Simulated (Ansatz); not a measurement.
A structure relaxed at PBE0-D4/def2-TZVP, charge 0, multiplicity 1:

```xyz
8

P    -1.4688    1.2841    0.5723
Sn    0.4407   -0.3016    0.2817
S     1.7546    0.6524   -1.5000
H    -2.1987    0.6924   -0.4935
H    -2.0828    0.4542    1.5511
H    -0.0008   -1.8812   -0.1989
H     1.3652   -0.3579    1.7189
H     2.1905   -0.5423   -1.9316
```

(1) Give its formula and SMILES.

(2) Summarise the bond lengths by kind.

Results:

(1) H5PSSn, `[PH2][SnH2][SH]`.

(2) 1 × P–Sn 2.499 Å; 2 × H–P 1.421 to 1.423 Å; 1 × S–Sn 2.411 Å; 2 × H–Sn 1.709 to 1.710 Å; 1 × H–S 1.343 Å.

All numbers were calculated with Ansatz.
